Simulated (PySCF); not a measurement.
SMILES [CH3][Al]([CH3])[CH2]C[SiH2]F (C4H12AlFSi) (GFN2-xTB optimised geometry):

```
19

Si    -2.957     1.185     0.000
F     -3.476     2.717     0.000
C     -1.065     1.185     0.000
C     -0.472    -0.242     0.013
Al     1.538    -0.161    -0.072
C      2.428     1.588    -0.428
C      2.599    -1.826     0.191
H     -3.517     0.614     1.219
H     -3.515     0.613    -1.218
H     -0.688     1.736     0.868
H     -0.688     1.722    -0.877
H     -0.896    -0.810    -0.827
H     -0.828    -0.770     0.908
H      3.517     1.482    -0.361
H      2.217     1.983    -1.427
H      2.145     2.378     0.275
H      3.286    -2.011    -0.642
H      3.223    -1.789     1.091
H      1.968    -2.717     0.283
```

Computed with B3LYP/def2-SVP (PySCF).

### Question
What are the frontier orbital energies and the dipole moment?

### Answer
HOMO-2 -8.97 eV, HOMO-1 -7.54 eV, HOMO -6.82 eV, LUMO -0.93 eV, LUMO+1 0.05 eV; dipole moment 2.29 D.

On the same geometry PySCF with PBE/def2-SVP gives HOMO-2 -7.67 eV, HOMO-1 -6.49 eV, HOMO -5.79 eV, LUMO -1.50 eV, LUMO+1 -0.49 eV; dipole moment 2.24 D.

Meta-Löwdin charges at B3LYP/def2-SVP: Si1 0.94, F2 -0.49, C3 -0.40, C4 -0.45, Al5 0.84, C6 -0.59, C7 -0.59, H8 -0.13, H9 -0.13, H10 0.09, H11 0.10, H12 0.09, H13 0.09, H14 0.10, H15 0.11, H16 0.11, H17 0.11, H18 0.11, H19 0.10.
